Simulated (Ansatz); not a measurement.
C2H10InP (`[CH3][InH-]([CH3])[PH3+]`). Charge 0, multiplicity 1. In: def2 effective core potential.

Cartesian coordinates in Å:
```
C -1.477 1.598 0.298
In 0.329 0.496 0.787
C 2.037 0.613 -0.549
P -0.602 -2.022 -0.142
H -1.665 1.592 -0.777
H -1.365 2.638 0.612
H -2.348 1.186 0.811
H 0.562 -0.076 2.417
H 2.598 1.527 -0.344
H 1.720 0.642 -1.594
H 2.713 -0.232 -0.408
H 0.228 -3.161 -0.046
H -0.975 -2.199 -1.494
H -1.755 -2.603 0.429
```

List the harmonic frequencies (cm⁻¹, unscaled) at PBE0-D4/def2-TZVP in Ansatz. (Best estimate.)

Ansatz gave: 54, 63, 68, 75, 80, 114, 137, 235, 262, 444, 448, 485, 510, 646, 700, 702, 730, 983, 1122, 1123, 1185, 1188, 1451, 1452, 1455, 1458, 1744, 2452, 2469, 2472, 3050, 3050, 3134, 3134, 3144, 3144.

Is this a minimum?

Yes, all 36 modes are real.

Give the ideal-gas thermochemistry at 298.15 K and 1 bar (rigid rotor, harmonic oscillator; point group Cs, symmetry number 1).

Zero-point energy 268.9 kJ/mol; H(298) − E = 299.7 kJ/mol; entropy 438.7 J/(mol·K), of which translation 173.6, rotation 117.5, vibration 147.6; G(298) − E = 168.9 kJ/mol. Modes under 100 cm⁻¹ are hindered rotations or soft bends, so the harmonic entropy is rough.

And at 400, 500, 600, 800 and 1000 K?


```json
{"T (K)": "400", "H − E (kJ/mol)": "316.0", "S (J/mol/K)": "485.7", "G − E (kJ/mol)": "121.8"}
{"T (K)": "500", "H − E (kJ/mol)": "334.2", "S (J/mol/K)": "526.1", "G − E (kJ/mol)": "71.1"}
{"T (K)": "600", "H − E (kJ/mol)": "354.0", "S (J/mol/K)": "562.3", "G − E (kJ/mol)": "16.7"}
{"T (K)": "800", "H − E (kJ/mol)": "398.2", "S (J/mol/K)": "625.6", "G − E (kJ/mol)": "-102.3"}
{"T (K)": "1000", "H − E (kJ/mol)": "447.0", "S (J/mol/K)": "679.9", "G − E (kJ/mol)": "-233.0"}
```
